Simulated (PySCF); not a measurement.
Simulation results for Cl$_{2}$HSi, CH$_{3}$BFSi, CH$_{4}$BFSi, BFH$_{4}$Si$_{2}$ and others

Calculation on a computer-drawn molecule: optimised geometry and harmonic frequencies of an isolated molecule of the commonest isotopes, restricted reference for singlets and unrestricted otherwise, frozen core in MP2. Program: PySCF 2.14.0.

Common to all runs: multiplicity 1.

(1) Cl$_{2}$HSi

Start structure:
```xyz
4
Cl2HSi
Cl    -1.4052    -1.4909     1.8209
Si    -0.3286    -0.9533    -0.1441
Cl    -1.9692    -0.1898    -1.3975
H      0.0261     0.4051     0.3196
```

It was run with charge -1, method HF and basis aug-cc-pV(D+d)Z.

Results for Cl$_{2}$HSi: rotational constants 10.94, 2.405, 2.006 GHz; total energy -1208.6509 hartree; convergence status largest gradient component 1.309e-05 hartree/bohr.

Drawn bonds:
| atom | other atom | order |
| --- | --- | --- |
| 1 | 2 | 1 |
| 2 | 3 | 1 |
| 2 | 4 | 1 |

Optimised structure:
```xyz
4
Cl2HSi
Cl    -1.4212    -1.4713     1.7663
Si    -0.3035    -0.9662    -0.1304
Cl    -2.0225    -0.2156    -1.3888
H      0.0704     0.4242     0.3517
```

Modes:
| frequency (cm⁻¹) | reduced mass (dalton) |
| --- | --- |
| 155.3 | 26.3 |
| 352.1 | 25.9 |
| 386.4 | 24.39 |
| 798.3 | 1.092 |
| 806 | 1.04 |
| 2066 | 1.045 |

(2) Cl$_{2}$HSi

Start structure:
```xyz
4
Cl2HSi
Cl    -1.4212    -1.4713     1.7663
Si    -0.3035    -0.9662    -0.1304
Cl    -2.0225    -0.2156    -1.3888
H      0.0704     0.4242     0.3517
```

Settings of this run: charge -1, method MP2 and basis aug-cc-pV(D+d)Z.

Results for Cl$_{2}$HSi: rotational constants 10.93, 2.417, 2.015 GHz; total energy -1209.0599 hartree; convergence status largest gradient component 8.521e-07 hartree/bohr.

Drawn bonds:
| atom | other atom | order |
| --- | --- | --- |
| 1 | 2 | 1 |
| 2 | 3 | 1 |
| 2 | 4 | 1 |

Optimised structure:
```xyz
4
Cl2HSi
Cl    -1.4196    -1.4667     1.7627
Si    -0.3027    -0.9747    -0.1339
Cl    -2.0192    -0.2144    -1.3838
H      0.0647     0.4268     0.3538
```

Modes:
| frequency (cm⁻¹) | reduced mass (dalton) |
| --- | --- |
| 146.8 | 26.09 |
| 363.2 | 25.7 |
| 388.2 | 24.24 |
| 752.3 | 1.092 |
| 758 | 1.041 |
| 2001 | 1.045 |

(3) CH$_{3}$BFSi

Start structure:
```xyz
7
CH3BFSi
F     -2.2372     1.4536    -0.0859
B     -1.0731     1.1777     0.5167
C      0.1684     0.7483     0.9442
Si     0.6053    -0.8873    -0.0853
H      0.7654     0.9436     1.7492
H     -0.5555    -1.7583    -0.0563
H      0.5083    -0.4696    -1.4350
```

Settings of this run: charge -1, method HF and basis aug-cc-pV(D+d)Z.

The calculation gives: rotational constants 16.55, 2.989, 2.594 GHz; total energy -452.6576 hartree; convergence status largest gradient component 1.228e-05 hartree/bohr.

Drawn bonds:
| atom | other atom | order |
| --- | --- | --- |
| 1 | 2 | 1 |
| 2 | 3 | 2 |
| 3 | 4 | 1 |
| 3 | 5 | 1 |
| 4 | 6 | 1 |
| 4 | 7 | 1 |

Optimised structure:
```xyz
7
CH3BFSi
F     -2.0257     1.6175    -0.2752
B     -0.9847     1.1532     0.3824
C      0.0959     0.6438     1.0259
Si     0.7307    -0.7931    -0.1991
H      0.6467     0.8717     1.9191
H     -0.2291    -1.9530     0.1401
H     -0.0522    -0.3323    -1.4457
```

Modes:
| frequency (cm⁻¹) | reduced mass (dalton) |
| --- | --- |
| 122.2 | 4.862 |
| 149.2 | 1.247 |
| 400.2 | 7.484 |
| 463.6 | 9.411 |
| 549.2 | 1.264 |
| 596.4 | 4.071 |
| 736.1 | 1.299 |
| 796.5 | 1.129 |
| 890.2 | 1.705 |
| 1002 | 1.552 |
| 1051 | 1.309 |
| 1832 | 7.654 |
| 1916 | 1.045 |
| 1963 | 1.049 |
| 3417 | 1.1 |

(4) CH$_{4}$BFSi

Start structure:
```xyz
8
CH4BFSi
F     -0.5211    -2.5051     1.0541
B     -0.4486    -1.4079     0.4592
C     -0.3545    -0.0576     1.2997
Si     1.5017     0.2147     1.7710
H     -0.4746    -1.4299    -0.7431
H     -0.9723    -0.1696     2.1533
H     -0.6851     0.7805     0.7340
H      2.0317     0.4211     0.3967
```

It was run with charge 0, method HF and basis cc-pV(D+d)Z.

The calculation gives: rotational constants 16.14, 2.762, 2.617 GHz; total energy -453.2637 hartree; convergence status largest gradient component 1.316e-05 hartree/bohr.

Drawn bonds:
| atom | other atom | order |
| --- | --- | --- |
| 1 | 2 | 1 |
| 2 | 3 | 1 |
| 3 | 4 | 1 |
| 2 | 5 | 1 |
| 3 | 6 | 1 |
| 3 | 7 | 1 |
| 4 | 8 | 1 |

Optimised structure:
```xyz
8
CH4BFSi
F     -0.5513    -2.5719     1.0093
B     -0.4390    -1.3675     0.4381
C     -0.3654    -0.1005     1.3330
Si     1.4338     0.4346     1.7411
H     -0.3536    -1.3478    -0.7578
H     -0.9473    -0.1655     2.2546
H     -0.7006     0.7776     0.7550
H      2.0006     0.1872     0.3516
```

Modes:
| frequency (cm⁻¹) | reduced mass (dalton) |
| --- | --- |
| 70.01 | 5.812 |
| 207.2 | 1.193 |
| 252.9 | 2.378 |
| 423.7 | 2.55 |
| 582.1 | 2.152 |
| 703.3 | 1.755 |
| 840.7 | 1.2 |
| 882.6 | 1.549 |
| 1030 | 1.558 |
| 1095 | 2.128 |
| 1154 | 1.259 |
| 1167 | 1.732 |
| 1381 | 2.594 |
| 1511 | 1.204 |
| 2115 | 1.042 |
| 2734 | 1.094 |
| 3111 | 1.068 |
| 3244 | 1.092 |

(5) BFH$_{4}$Si$_{2}$

Start structure:
```xyz
8
BFH4Si2
F     -0.4062    -2.7669     0.1615
B     -0.9575    -2.0143     1.0558
Si    -0.9195    -0.1036     0.8080
Si     0.5080     1.1823     2.0529
H     -1.8252    -2.6712     1.6701
H      1.3194     1.9782     1.0262
H     -0.2892     2.1267     2.7532
H      1.5298     0.7123     3.0100
```

Here we set charge 0, method HF and basis cc-pV(D+d)Z.

Results for BFH$_{4}$Si$_{2}$: rotational constants 6.816, 2.255, 1.831 GHz; total energy -704.2992 hartree; convergence status largest gradient component 2.589e-05 hartree/bohr.

Drawn bonds:
| atom | other atom | order |
| --- | --- | --- |
| 1 | 2 | 1 |
| 2 | 3 | 1 |
| 3 | 4 | 1 |
| 2 | 5 | 1 |
| 4 | 6 | 1 |
| 4 | 7 | 1 |
| 4 | 8 | 1 |

Optimised structure:
```xyz
8
BFH4Si2
F     -0.0753    -2.3298     0.0887
B     -0.8567    -1.7785     1.0234
Si    -1.5696     0.1198     0.8633
Si     0.3345     1.0627     2.0033
H     -1.1559    -2.4805     1.9578
H      1.3438     1.2785     0.9326
H      0.0052     2.3709     2.6163
H      0.9337     0.2003     3.0523
```

Modes:
| frequency (cm⁻¹) | reduced mass (dalton) |
| --- | --- |
| 67.44 | 1.072 |
| 76.77 | 7.335 |
| 180.2 | 2.33 |
| 232.6 | 7.704 |
| 379.3 | 3.356 |
| 464.2 | 1.508 |
| 540.6 | 1.759 |
| 586.5 | 1.887 |
| 848 | 1.598 |
| 964.8 | 1.104 |
| 1004 | 1.037 |
| 1039 | 1.038 |
| 1139 | 1.464 |
| 1289 | 4.789 |
| 2279 | 1.038 |
| 2290 | 1.044 |
| 2306 | 1.038 |
| 2665 | 1.088 |

(6) AlBFH$_{4}$

Start structure:
```xyz
7
AlBFH4
F     -1.4304     0.3583    -2.2106
B     -0.5851     0.4001    -1.0160
Al     0.9423    -1.0195    -1.4807
H     -0.1499     1.4904    -0.8459
H     -1.2552    -0.0038    -0.1139
H      2.2776    -1.5723    -0.6869
H      1.1933    -1.9019    -2.7739
```

Here we set charge -1, method HF and basis aug-cc-pV(D+d)Z.

It finds rotational constants 29.08, 4.029, 3.644 GHz; total energy -368.4040 hartree; convergence status largest gradient component 2.813e-05 hartree/bohr.

Drawn bonds:
| atom | other atom | order |
| --- | --- | --- |
| 1 | 2 | 1 |
| 2 | 3 | 1 |
| 2 | 4 | 1 |
| 2 | 5 | 1 |
| 3 | 6 | 1 |
| 3 | 7 | 1 |

Optimised structure:
```xyz
7
AlBFH4
F     -1.5862     0.5186    -2.1773
B     -0.6159     0.3588    -1.0918
Al     0.9802    -1.0764    -1.5552
H     -0.0697     1.4452    -0.8371
H     -1.1816    -0.0536    -0.0647
H      2.2071    -1.4346    -0.5239
H      1.2586    -2.0068    -2.8779
```

Modes:
| frequency (cm⁻¹) | reduced mass (dalton) |
| --- | --- |
| 113.4 | 1.079 |
| 171.8 | 2.682 |
| 265.2 | 1.17 |
| 390.1 | 2.705 |
| 519.2 | 2.043 |
| 711.6 | 1.361 |
| 857.8 | 1.729 |
| 894.2 | 2.005 |
| 1024 | 1.143 |
| 1101 | 1.254 |
| 1221 | 1.097 |
| 1699 | 1.05 |
| 1749 | 1.034 |
| 2299 | 1.104 |
| 2323 | 1.047 |
